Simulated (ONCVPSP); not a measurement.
# O, ONCV: configuration errors across variants

O (Z = 8), optimised norm-conserving Vanderbilt (ONCV), made with ONCVPSP 4.0.1 (PBE, scalar-relativistic). Core [He], reference 2s2 2p2 (charge +2). Waves: 2s: rc 0.75 bohr, ncon 3, nbas 6, qcut 9.9 1/bohr, 2 projectors, debl 1.7 Ha; 2p: rc 1.50 bohr, ncon 5, nbas 10, qcut 7.3 1/bohr, 2 projectors, debl 2.2 Ha; d scattering state at 0.33 Ha: rc 1.60 bohr, ncon 4, nbas 7, qcut 7.1 1/bohr, 1 projector. Local part: polynomial inside 0.65 bohr (lpopt 1, dvloc0 0 Ha). Core correction: Teter function, fcfact 4.5, rcfact 1.5.

In the s channel the program set the typed energies aside and used -2.144, 0.250 Ha.

All-electron excitation energies from the reference (eV): (1) 2s2 2p4 -50.017; (2) 2s2 2p3 -33.586; (3) 2s2 2p1 53.869; (4) 2s0 2p6 -20.080.

Errors AE − PS in meV (a dash: test not solved or not reliable):

```csv
change,(1),(2),(3),(4),bound ghosts,GHOST(+) flags above zero
base,+294,+123,+272,+795,none,none
"core correction Teter function, fcfact 4.5, rcfact 1",+291,+123,+275,+797,none,none
"core correction Teter function, fcfact 4.5, rcfact 1.06",+291,+123,+275,+797,none,none
"core correction Teter function, fcfact 4.5, rcfact 1.22",+291,+123,+275,+797,none,none
"core correction Teter function, fcfact 4.5, rcfact 1.3",+294,+123,+275,+797,none,none
"core correction Teter function, fcfact 4.5, rcfact 1.42",+294,+123,+272,+795,none,none
"core correction Teter function, fcfact 4.5, rcfact 1.56",+294,+123,+270,+792,none,none
"core correction Teter function, fcfact 4.5, rcfact 1.66",+294,+122,+266,+789,none,none
"core correction Teter function, fcfact 4.5, rcfact 1.82",+291,+120,+257,+781,none,none
"core correction Teter function, fcfact 4.5, rcfact 2.08",+270,+111,+232,+759,none,none
```

Question: Give the same row for: core correction Teter function, fcfact 4.5, rcfact 1.9.

Answer: +286, +118, +251, +776; bound ghosts: none; GHOST(+) flags above zero: none.
